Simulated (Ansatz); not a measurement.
Ansatz (a program for electronic structure) input (CCSD(T)/aug-cc-pVQZ):

Ansatz 0.2 input:
```yaml
crystal:
  periodic: [false, false, false]
  atoms:
    - {symbol: C, position_ang: [2.31671457, -0.19769369, 0.00869972]}
    - {symbol: C, position_ang: [1.12584018, -0.09607204, 0.00422775]}
    - {symbol: C, position_ang: [-0.32909767, 0.02808310, -0.00123583]}
    - {symbol: F, position_ang: [-0.80212808, 0.29736230, 1.22873632]}
    - {symbol: F, position_ang: [-0.91576804, -1.10696915, -0.42144386]}
    - {symbol: F, position_ang: [-0.73288993, 1.01874135, -0.81649565]}
    - {symbol: H, position_ang: [3.37633201, -0.28811470, 0.01267880]}
basis:
  gaussian:
    orbitals: aug-cc-pVQZ
magnetization: {spin_polarized: false}
correlation: {method: ccsd_t, electrons: outside_noble_gas}
```

End of the output:

```
integrals: 14.51 GiB planned
3221 factors; integrals over basis functions are off by at most 1.0e-3 eV
5.58 GiB of device memory are held for the factors and their scratch space
mean field: 5.94 GiB planned
mean field evaluation 1: about -11223.6300 eV, gradient 4.8e1 eV
mean field evaluation 2: about -11223.7227 eV, gradient 4.8e1 eV
mean field evaluation 4: about -11227.9248 eV, gradient 4.7e0 eV
mean field evaluation 8: about -11227.9891 eV, gradient 3.8e-1 eV
mean field evaluation 16: about -11227.8189 eV, gradient 4.7e0 eV
mean field -11227.98954259 eV, -412.6210050856 hartree, gradient 3.0e-6 eV, S^2 0.000000; 0 other end points of the search recorded, 0 dependent functions left out
6 core orbitals not correlated
reference -11227.98954259 eV, -412.6210050856 hartree; 17, 17 occupied and 503, 503 virtual orbitals, 3221 factors
second order -35.76092159 eV of doubles, -0.00000000 eV of singles
coupled cluster: 113.15 GiB planned
cycle   1  -34.65705607 eV  change     1.1e0 eV  update   1.2e-1
cycle   2  -35.43954403 eV  change   -7.8e-1 eV  update   3.8e-2
cycle   3  -35.60998151 eV  change   -1.7e-1 eV  update   1.8e-2
cycle   4  -35.59031683 eV  change    2.0e-2 eV  update   4.8e-3
cycle   5  -35.58776630 eV  change    2.6e-3 eV  update   2.1e-3
cycle   6  -35.59119822 eV  change   -3.4e-3 eV  update   6.1e-4
cycle   7  -35.59147616 eV  change   -2.8e-4 eV  update   2.0e-4
cycle   8  -35.59130635 eV  change    1.7e-4 eV  update   5.5e-5
cycle   9  -35.59132650 eV  change   -2.0e-5 eV  update   1.7e-5
perturbative correction -1.46981621 eV, -0.0540147496 hartree
Total energy: -11265.05068530 eV, -413.9829769593 hartree
```
